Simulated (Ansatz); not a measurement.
Seven cases of atomisation energy with Al to Br (electronic energies, kcal/mol); geometries: B3LYP-D3(BJ)/def2-TZVP. The cases were drawn at random from those of this class that have a high level and all functionals, leaving out states under which another spin lies or may lie. Left out are anions, K, Ca, elements past Kr, ionisation of Li, Na and Mg, pi-pi* triplets of linear molecules and other triplets made from a closed-shell parent. Runs that doubt their state, and full CI more than 15 mEh from coupled cluster, are set aside; a case stays where another high level and all functionals remain. AFQMC serves as high level only in triple zeta or larger, with a steady walk, a bar under 0.8 kcal/mol and agreement with other high levels or trials where they ran; where none ran, an unstable determinant or (outside 3d species) a high T1 diagnostic also bars it, so strongly correlated cases are thinned. No case was kept or dropped by the size of a functional's miss. High levels with a bar over 0.5 kcal/mol are left out too, and the seventh case lies inside the range of the six. Affinities count positive where energy is released, gaps as the second state minus the first. B3LYP is by Ansatz (a first-principles code) in def2-TZVPD. High levels (Ansatz): P = CCSD(T)/CBS(cc-pV(Q+d)Z,cc-pV(5+d)Z) + [CCSDT(Q) - CCSD(T)]/cc-pV(D+d)Z + core + X2C; Q = CCSD(T)/CBS(cc-pV(T+d)Z,cc-pV(Q+d)Z) + [CCSDT(Q) - CCSD(T)]/cc-pV(T+d)Z + core + X2C; R = CCSD(T)/CBS(cc-pVTZ,cc-pVQZ) + [CCSDT(Q) - CCSD(T)]/cc-pVDZ; S = CCSD(T)/CBS(def2-TZVPP,def2-QZVPP) + [CCSDT(Q) - CCSD(T)]/def2-QZVPP + [CCSDTQ - CCSDT(Q)]/def2-SVP; T = CCSD(T)/CBS(def2-TZVPP,def2-QZVPP) + [CCSDT(Q) - CCSD(T)]/def2-QZVPP + [FCI - CCSDT(Q)]/def2-SVP; U = CCSD(T)/CBS(def2-TZVPP,def2-QZVPP) + [CCSDT(Q) - CCSD(T)]/def2-TZVPP. Open shells are spin-unrestricted; no spin-orbit coupling. Correlated methods leave the cores frozen (noble-gas shells, and filled d and f shells in the p block). Rows without X2C or -DK are non-relativistic. CBS(X,Y): correlation extrapolated as X^-3, Hartree-Fock from the larger set (Q,5: extrapolated as (X+1)exp(-9√X)). A bracket is a step between two methods taken in the basis named. The functionals are non-relativistic, so their misses hold any scalar relativity. 'core' is core correlation in cc-pwCVTZ (1s frozen past Ne), 'X2C' scalar relativity in cc-pVTZ-DK, both at CCSD(T). Full CI freezes restricted core orbitals, also for open shells; the composite that ends in it estimates full CI at the basis-set limit. For partners of very few electrons the exact lower level stands in for a higher one. Spin-orbit terms, left out, reach several kcal/mol for Br and I, and more for heavier atoms. The restricted determinant of Be ([Be], singlet) is unstable towards broken spin symmetry in at least one set run. The spin of BeCl ([Be][Cl], doublet) was assumed, and the state is the lowest solution found for it.

```tsv
case	B3LYP	level	high level
C2H5Se (SMILES C(C)[Se], doublet)	664.8	R	667.4
GaP (SMILES [P]=[Ga], triplet)	50.0	S	47.5
BeCl (SMILES [Be][Cl], doublet)	93.5	T	92.3
C2H4Br2 (1,1-dibromoethane, SMILES C(Br)(Br)C)	634.6	R	644.5
GeCl2 (SMILES [Cl][Ge][Cl])	187.4	U	192.6
SiNH4 (SMILES [NH][SiH3], doublet)	402.6	Q	400.1
SiCl2F2 (dichloro(difluoro)silane, SMILES F[Si](F)(Cl)Cl)	459.0	P	withheld
```

### Question
Fit a straight line from B3LYP to the high level over the first six rows by least squares, predict the seventh, and compare with the calculation.

### Answer
Means: B3LYP 338.82, high level 340.73. Sxx = 364344, Sxy = 368189, slope 1.0106, intercept -1.67 kcal/mol; residual standard deviation 4.6 kcal/mol. Seventh row: 1.0106·(459.0) -1.67 = 462.2 kcal/mol. The calculation gave 482.2 kcal/mol: the line differs from it by -20.0, B3LYP itself by -23.2.
